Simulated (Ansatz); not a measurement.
Two isomers of C2H6BFS: A = `CBSCF`, B = `BCSCF`.

Gas-phase electronic energies from Ansatz, PBE0-D4/def2-TZVP geometries. CCSD(T)/CBS is the MP2 limit (def2-TZVPP, def2-QZVPP) plus CCSD(T) − MP2 in def2-TZVPP, frozen cores. Functionals use def2-TZVPP. B3LYP here is the variant with VWN-RPA as its local correlation; programs differ in this. One conformer a species, not always the lowest.

**Question.** Which isomer does CCSD(T)/CBS put lower? Give the gap. (Best estimate.)

**Answer.** Computed: A, by 34.6 kcal/mol.

**Question.** Give E(B) − E(A) in kcal/mol with ωB97M-V, CCSD/def2-TZVPP, B3LYP, MP2/def2-TZVPP, B2PLYP, CCSD(T)/def2-TZVPP, HF/def2-TZVPP. (Estimate.)

**Answer.** Computed: ωB97M-V 34.3, CCSD/def2-TZVPP 34.6, B3LYP 35.0, MP2/def2-TZVPP 35.5, B2PLYP 35.1, CCSD(T)/def2-TZVPP 35.1, HF/def2-TZVPP 32.4. None reverses the order clearly.

Largest T1 diagnostic: 0.013.

In def2-TZVPP, CCSD(T) changes the Hartree–Fock value by +2.7 kcal/mol (the triples alone add +0.6 kcal/mol) and MP2 by +3.1 kcal/mol.
